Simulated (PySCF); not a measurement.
**Size series: III V hydride cut**

All values: TDDFT PBE/def2-SVP, gas phase, PySCF SCF with an in-house response code, fitting set def2-universal-JFIT, grid level 1 (kernel 0), vertical, one conformer each, geometries GFN2-xTB; core orbitals frozen in the response. The lowest 6 singlets were sought, and the brightest is taken among them. The runs took 2 to 10 CPU minutes each on shared server CPUs.

Some members have dark charge-transfer states, which this functional places too low. Without diffuse functions Rydberg states are missing, so unbound LUMOs, wide gaps and states within about 2 eV of the ionisation energy come out too high, and electron affinities are rough. Tubes, flakes and crystal cuts are finite pieces capped as the formulas show; sizes are those of the cut before relaxation. Spin-orbit coupling is left out, which matters for the heavier atoms here. The basis has no diffuse functions, so the polarisability comes out too low.

```tsv
diameter / angstrom	formula	HOMO-LUMO gap / eV	S1 / eV	LUMO / eV	polarisability / bohr³	brightest singlet sought / eV
7.1	B8As8H22	4.38	4.44	-1.64	334	4.62
7.6	[B9As8H24]-	3.73	3.76	1.18	364	4.24
9	B10As10H30	2.79	2.79	-2.49	438	3.37
9.2	B14As14H32	3.97	4.02	-1.72	584	4.02
10.1	B8As8H26	3.73	3.75	-1.87	358	4.05
12.5	B19As19H44	2.90	2.91	-2.40	818	3.02
```
